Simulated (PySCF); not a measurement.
**Static response to an electric field**

Compound: C5H10F2S.
Structure used (PBE0-D3(BJ)/def2-SVP), in Å, numbered top down from 1:
```xyz
18
C5H10F2S angstrom
C      2.4405    0.7502    0.0073
C      2.1024   -0.3211   -1.0118
S      0.3947   -0.2771   -1.6220
C     -0.4927   -0.9218   -0.1710
C     -1.9817   -0.6483   -0.2951
C     -2.3293    0.8147   -0.1796
F     -1.9662    1.2717    1.0457
F     -3.6665    0.9771   -0.2984
H      1.8299    0.6557    0.9181
H      2.2677    1.7537   -0.4084
H      3.4975    0.6767    0.3098
H      2.3084   -1.3329   -0.6246
H      2.7151   -0.2035   -1.9194
H     -0.3113   -2.0046   -0.0862
H     -0.1106   -0.4389    0.7417
H     -2.5267   -1.1697    0.5087
H     -2.3741   -1.0252   -1.2531
H     -1.8289    1.4436   -0.9353
```

Level: CAM-B3LYP/def2-SVPD (PySCF), static field, nuclei fixed, core orbitals frozen in the response. The polarisability tensor in these axes (au):

```
x   100.51   2.24  -1.83
y     2.24  75.84   1.14
z    -1.83   1.14  77.89
```

Question: Diagonalise the tensor; give its mean and Δα, where Δα² is half the sum of the squared differences of the eigenvalues.

Answer: Principal values 75.03, 78.38 and 100.84 au; mean 84.75 au = 12.56 Å³ = 13.97 × 10⁻⁴⁰ C²·m²/J; Δα = 24.31 au (29 % of the mean).

Question: What is the dipole moment, and where does it point?

Answer: (2.32, -1.57, 0.13) D, 2.81 D in size, pointing from the negative to the positive side. Measured along this direction, the outermost atoms are F8 at the negative end and H12 and H11 at the positive end.

Question: Find the Langevin capture rate constant for NH4+ (18.034 u) meeting this molecule (140.047 u), k = 2.342 × 10⁻⁹ cm³/s × √(α in Å³ / reduced mass in u).

Answer: The reduced mass is 15.98 u, so k = 2.08 × 10⁻⁹ cm³/s. The formula leaves out the permanent dipole, which adds to the capture rate.

Question: Rayleigh depolarisation ratio (linearly polarised light, static tensor)?

Answer: ρ = 3Δα²/(45ᾱ² + 4Δα²) = 1773.3/(323221 + 2364.4) = 0.00545.

Question: Orientational against electronic polarisability at 250 K (dilute gas, rigid molecules)?

Answer: In Gaussian units μ²/3kT = 76.09 Å³ against 12.56 Å³, a ratio of 6.06; the Debye molar polarisation (4π/3)N_A(α + μ²/3kT) is 223.6 cm³/mol, leaving out the vibrational part.

Isolated species at its PBE0-D3(BJ)/def2-SVP geometry (one conformer only).

The run behind these numbers computed excited states as well. On one thread, Intel Xeon Platinum 8488C (x86_64), no GPU, shared host with 192 logical CPUs at a one-minute load of 95, this took 70 s of wall time and 1.3 GiB of memory at its peak.
